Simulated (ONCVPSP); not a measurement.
# Building the ONCV potential for silver (LDA (Perdew-Wang 92), scalar-relativistic).

Input for ONCVPSP 4.0.1:

```
# ATOM AND REFERENCE CONFIGURATION
# atsym  z   nc   nv     iexc    psfile
  Ag 47.00    8    2  -001012      upf
#
#   n    l    f
    1    0    2.00
    2    0    2.00
    2    1    6.00
    3    0    2.00
    3    1    6.00
    3    2   10.00
    4    0    2.00
    4    1    6.00
    4    2   10.00
    5    1    1.00
#
# PSEUDOPOTENTIAL AND OPTIMIZATION
# lmax
    2
#
#   l,   rc,      ep,       ncon, nbas, qcut
    0    2.95    0.09    4    9    1.70
    1    3.40    0.00    4    7    2.10
    2    1.90    0.00    3    7    6.60
#
# LOCAL POTENTIAL
# lloc, lpopt,  rc(5),   dvloc0
    2    5    1.90    0.00
#
# VANDERBILT-KLEINMAN-BYLANDER PROJECTORs
# l, nproj, debl
    0    2    2.30
    1    3    1.80
    2    0    3.60
#
# MODEL CORE CHARGE
# icmod, fcfact, rcfact
    2    0.45    0.85
#
# LOG DERIVATIVE ANALYSIS
# epsh1, epsh2, depsh
   -2.00    5.00    0.02
#
# OUTPUT GRID
# rlmax, drl
    6.00    0.01
#
# TEST CONFIGURATIONS
# ncnf
    4
# nvcnf
#   n    l    f
    3
    4    2   10.00
    5    1    0.00
    5    0    1.00
#
    2
    4    2   10.00
    5    1    0.00
#
    2
    4    2    9.00
    5    1    0.00
#
    2
    4    2    8.00
    5    1    0.00
#
```

Command:

```bash
oncvpsp.x < Ag.dat > Ag.out
```

Output (shortened: citation, most of the input echo, consistency checks and plot data are left out):

```
ONCVPSP  (Optimized Norm-Conservinng Vanderbilt PSeudopotential)
scalar-relativistic version 4.0.1

#   n    l    f        energy (Ha)
    1    0    2.00    -9.2979183E+02
    2    0    2.00    -1.3699096E+02
    2    1    6.00    -1.2296546E+02
    3    0    2.00    -2.5154092E+01
    3    1    6.00    -2.0547256E+01
    3    2   10.00    -1.3258965E+01
    4    0    2.00    -3.5664120E+00
    4    1    6.00    -2.2288708E+00
    4    2   10.00    -3.5264783E-01
    5    1    1.00    -6.8116862E-02

Reference configufation results
  iterations    27
  all-electron total energy (Ha)   -5.31098672D+03

Begin loop to  construct optimized pseudo wave functions
and semi-local pseudopoentials for all angular momenta

WARNING wellstate: moderately localized bound state found for n= 5 l=  0
WARNING scattering state with energy  0.05000000
WARNING will be used for the first projector

   Wellstate for l =  0  n =  6
     eigenvalue =   0.0500
     asymptotic potential =   0.5500
     half-point radius = 12.2793

   Wellstate for l =  0  n =  8
     eigenvalue =   2.3500
     asymptotic potential =   2.8500
     half-point radius =  5.3291

Calculating optimized projector #   1

 for l=   0

    Fraction of norm inside rc  0.115389
    Optimizing pswf for qcut=   1.69 a_B^-1,  ecut=   1.44 Ha
    Residual kinetic energy error=  3.17D-03 Ha

    Energy error per electron        Cutoff
         Ha          eV             Ha
         0.01000     0.27211        0.46
         0.00100     0.02721        4.57
         0.00010     0.00272       24.74
         0.00001     0.00027       29.51

Calculating optimized projector #   2

 for l=   0

    Fraction of norm inside rc  0.184638
    Optimizing pswf for qcut=   1.69 a_B^-1,  ecut=   1.44 Ha
    Residual kinetic energy error=  6.30D-01 Ha

    Energy error per electron        Cutoff
         Ha          eV             Ha
         0.01000     0.27211        6.97
         0.00100     0.02721       29.01
         0.00010     0.00272       35.47
         0.00001     0.00027       40.78

   Wellstate for l =  1  n =  8
     eigenvalue =   1.7319
     asymptotic potential =   2.2319
     half-point radius =  6.5559

   Wellstate for l =  1  n =  9
     eigenvalue =   3.5319
     asymptotic potential =   4.0319
     half-point radius =  5.6667

Calculating optimized projector #   1

 for l=   1

    Fraction of norm inside rc  0.309056
    Optimizing pswf for qcut=   2.10 a_B^-1,  ecut=   2.21 Ha
    Residual kinetic energy error=  2.46D-04 Ha

    Energy error per electron        Cutoff
         Ha          eV             Ha
         0.01000     0.27211        0.59
         0.00100     0.02721        1.04
         0.00010     0.00272        5.09
         0.00001     0.00027       11.57

Calculating optimized projector #   2

 for l=   1

    Fraction of norm inside rc  0.197083
    Optimizing pswf for qcut=   2.10 a_B^-1,  ecut=   2.21 Ha
    Residual kinetic energy error=  5.42D-02 Ha

    Energy error per electron        Cutoff
         Ha          eV             Ha
         0.01000     0.27211        3.73
         0.00100     0.02721       12.15
         0.00010     0.00272       16.40
         0.00001     0.00027       19.30

Calculating optimized projector #   3

 for l=   1

    Fraction of norm inside rc  0.169141
    Optimizing pswf for qcut=   2.10 a_B^-1,  ecut=   2.21 Ha
    Residual kinetic energy error=  1.08D+00 Ha

    Energy error per electron        Cutoff
         Ha          eV             Ha
         0.01000     0.27211        6.68
         0.00100     0.02721        9.66
         0.00010     0.00272       16.99
         0.00001     0.00027       23.57

Calculating optimized projector #   1

 for l=   2

    Fraction of norm inside rc  0.813500
    Optimizing pswf for qcut=   6.60 a_B^-1,  ecut=  21.75 Ha
    Residual kinetic energy error=  1.16D-04 Ha

    Energy error per electron        Cutoff
         Ha          eV             Ha
         0.01000     0.27211       15.94
         0.00100     0.02721       19.05
         0.00010     0.00272       23.50
         0.00001     0.00027       70.67

Construct Vanderbilt / Kleinmman-Bylander projectors

B matrix Hermiticity error, ll=   0
   1   2   -4.5957E-05

  Orthonormal projector coefficients  7.3356E+00  1.9346E+00

B matrix Hermiticity error, ll=   1
   1   2    3.2159E-05
   1   3   -4.5240E-05
   2   3    8.2959E-05

  Orthonormal projector coefficients  6.5044E+00  1.5313E+00  5.3721E-01

Model core correction analysis
  based on d2Exc/dn_idn_j

d2excae - all-electron derivatives

   -1.811819D-02   -3.513925D-03
   -3.512252D-03   -3.003026D-02

d2excps - pseudofunction derivatives with no core correction

   -2.894092D-02   -3.970568D-03
   -3.968928D-03   -3.001882D-02

rms 2nd derivative error    5.420990E-03

amplitude prefactor, scale prefactor
    3.9350    1.4593

d2excps - pseudofunction derivatives with core correction

   -2.037894D-02   -3.751530D-03
   -3.749866D-03   -2.999651D-02

rms 2nd derivative error    1.142919E-03

Pseudoatom total energy  -36.858369

Diagnostic tests using Vanderbilt-Kleinman-Bylander pseudopotentials
  1 or more projectors used as specified by nproj input data

   l    rcore       rmatch      e in        delta e   norm test  slope test

   0   2.9664685   3.0565369   0.0500000  -0.0000004   0.9998082   0.9998082
   0   2.9664685   3.0565369   2.3500000   0.0000191   1.0000989   1.0000989

   1   3.4040293   3.5073830  -0.0681169  -0.0000000   1.0000067   1.0000350
   1   3.4040293   3.5073830   1.7318831   0.0000133   1.0000989   1.0000989
   1   3.4040293   3.5073830   3.5318831   0.0000235   1.0003012   1.0003012

   2   1.9054132   1.9632656  -0.3526478  -0.0000242   0.9999654   0.9999393

 Testing for bound ghosts
   n   l    E NL Schr. Eq   E Basis Diag.   E Cutoff

       0                       -0.224776     40.13  WARNING - GHOST(-)

   2   1       -0.068117       -0.064476     25.97

 Testing for highly-localized positive-energy ghosts
       l    <radius>/rc     E Basis Diag.   E Cutoff

       0        0.252714        0.158340     40.13  WARNING - GHOST(+)

       1        0.217753        3.786635     25.97  WARNING - GHOST(+)

Test configuration 0

   n   l     f        eae           eps        diff
   1   0  2.0000 -929.79182876
   2   0  2.0000 -136.99095716
   2   1  6.0000 -122.96546115
   3   0  2.0000  -25.15409219
   3   1  6.0000  -20.54725600
   3   2 10.0000  -13.25896523
   4   0  2.0000   -3.56641196
   4   1  6.0000   -2.22887078
   4   2 10.0000   -0.35264783   -0.35267206   -2.42D-05
   5   1  1.0000   -0.06811686   -0.06811688   -1.77D-08

    Total energies and differences
      AE_ref= -5.31098672D+03  AE_tst= -5.31098672D+03  dif=  0.00D+00
      PS_ref= -3.68583691D+01  PS_tst= -3.68583691D+01  dif=  1.42D-14
      PSP excitation error= -1.42D-14

Test configuration 1

   n   l     f        eae           eps        diff
   1   0  2.0000 -929.72048469
   2   0  2.0000 -136.92179388
   2   1  6.0000 -122.89622508
   3   0  2.0000  -25.08385601
   3   1  6.0000  -20.47703880
   3   2 10.0000  -13.18897965
   4   0  2.0000   -3.49403696
   4   1  6.0000   -2.15600385
   4   2 10.0000   -0.28158025   -0.27812448    3.46D-03
   5   0  1.0000   -0.17319693   -0.17607563   -2.88D-03

    Total energies and differences
      AE_ref= -5.31098672D+03  AE_tst= -5.31113439D+03  dif= -1.48D-01
      PS_ref= -3.68583691D+01  PS_tst= -3.70087320D+01  dif= -1.50D-01
      PSP excitation error=  2.69D-03

Test configuration 2

   n   l     f        eae           eps        diff
   1   0  2.0000 -930.02389455
   2   0  2.0000 -137.22101923
   2   1  6.0000 -123.19570695
   3   0  2.0000  -25.38463452
   3   1  6.0000  -20.77780404
   3   2 10.0000  -13.48933879
   4   0  2.0000   -3.79864241
   4   1  6.0000   -2.46169618
   4   2 10.0000   -0.58504281   -0.58501657    2.62D-05

    Total energies and differences
      AE_ref= -5.31098672D+03  AE_tst= -5.31083690D+03  dif=  1.50D-01
      PS_ref= -3.68583691D+01  PS_tst= -3.67084377D+01  dif=  1.50D-01
      PSP excitation error= -1.08D-04

Test configuration 3

   n   l     f        eae           eps        diff
   1   0  2.0000 -930.55971273
   2   0  2.0000 -137.76097525
   2   1  6.0000 -123.73533188
   3   0  2.0000  -25.92215944
   3   1  6.0000  -21.31532701
   3   2 10.0000  -14.02739680
   4   0  2.0000   -4.32362678
   4   1  6.0000   -2.98062757
   4   2  9.0000   -1.07127425   -1.07731855   -6.04D-03

    Total energies and differences
      AE_ref= -5.31098672D+03  AE_tst= -5.31001426D+03  dif=  9.72D-01
      PS_ref= -3.68583691D+01  PS_tst= -3.58830039D+01  dif=  9.75D-01
      PSP excitation error= -2.90D-03

Test configuration 4

psatom: WARNING lschvkbb convergence error n,l,iter=   2   1   3
ea(ii),et,emin,emax -6.811688E-02 -7.492857E-02 -7.492857E-02 -7.492857E-02
run_config: WARNING for fully non-local PS atom, stg. 1
 WARNING no output for configuration 5
```

The run took about 3.8 s on one core of a shared server CPU.
